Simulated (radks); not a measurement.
Species: neutral bromine. Configuration: [Ar] 3d10 4s2 4p4 7s1 (not the ground configuration). Method: scalar-relativistic Kohn-Sham, PBEsol, spin-polarised, spherical densities, point nucleus; open shells are filled with parallel spins first; computed with a radial shooting solver on a logarithmic mesh with Libxc functionals.

Normalised radial functions P(r) = r R(r), r in bohr:

r           4p up  4p down
0.00663    0.0062   0.0062
0.009277   0.0113   0.0113
0.01298    0.0204   0.0203
0.01831    0.0363   0.0361
0.02562    0.0616   0.0613
0.03586    0.0994   0.0989
0.05058    0.1502   0.1493
0.07078    0.2006   0.1995
0.09904    0.2236   0.2224
0.1397     0.1726   0.1716
0.1955     0.0166   0.0164
0.2736    -0.2075  -0.2065
0.3859    -0.3600  -0.3578
0.54      -0.2646  -0.2619
0.7556     0.0925   0.0946
1.066      0.5342   0.5325
1.492      0.7787   0.7700
2.104      0.6982   0.6928
2.944      0.4097   0.4180
4.12       0.1506   0.1639
5.811      0.0296   0.0356
8.132      0.0029   0.0038
11.38      0.0001   0.0001
16.05      0.0000   0.0000
22.46      0.0000   0.0000
31.43      0.0000   0.0000
44.34      0.0000   0.0000
62.04      0.0000   0.0000

4p up: eigenvalue -16.604 eV, 2 radial nodes at r = 0.201, 0.703 bohr, <r> = 1.95 bohr, 90 % of the charge inside 2.94 bohr. 4p down: eigenvalue -14.834 eV, 2 radial nodes at r = 0.201, 0.701 bohr, <r> = 1.98 bohr, 90 % of the charge inside 3.01 bohr.
